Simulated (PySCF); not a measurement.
PySCF 2.14 output of an unrestricted BHandHLYP calculation on a single atom or ion in aug-cc-pVQZ-PP with ECP60MDF (7s7p6d4f3g2h, 135 functions), with scalar relativity through the core potential:

```
SCF conv_tol = 1e-09
number electrons alpha = 9  beta = 6
    A. D. Becke.,  J. Chem. Phys. 98, 1372 (1993)
    Defined through Gaussian implementation.
cycle= 1 E= -90.332777132667  delta_E= -0.00469  |g|= 0.0162  |ddm|= 0.0507
cycle= 2 E= -90.3328592527151  delta_E= -8.21e-05  |g|= 0.00327  |ddm|= 0.00836
cycle= 3 E= -90.332863213383  delta_E= -3.96e-06  |g|= 0.00164  |ddm|= 0.00308
cycle= 4 E= -90.3328641480332  delta_E= -9.35e-07  |g|= 0.000188  |ddm|= 0.00107
cycle= 5 E= -90.3328641878373  delta_E= -3.98e-08  |g|= 2.01e-05  |ddm|= 0.000345
cycle= 6 E= -90.3328641889951  delta_E= -1.16e-09  |g|= 9.99e-06  |ddm|= 6.95e-05
cycle= 7 E= -90.3328641896889  delta_E= -6.94e-10  |g|= 1.06e-05  |ddm|= 4.76e-05
converged SCF energy = -90.3328641896889  <S^2> = 3.7537526  2S+1 = 4.0018758
```

The run itself started from symmetry-adapted Hartree-Fock orbitals and held the occupation by maximum overlap, on a logarithmic radial grid, so the iterations belong to that start.

**Question.** Which element, charge and spin multiplicity is this?

**Answer.** Os⁺ (osmium, charge +1), multiplicity 4; the state was [Xe] 4f14 5d7, high-spin 4F determinant (an excited configuration).

Energies and moments cover only the electrons outside the core potential. Spin-orbit coupling, absent here, splits the open shell strongly.
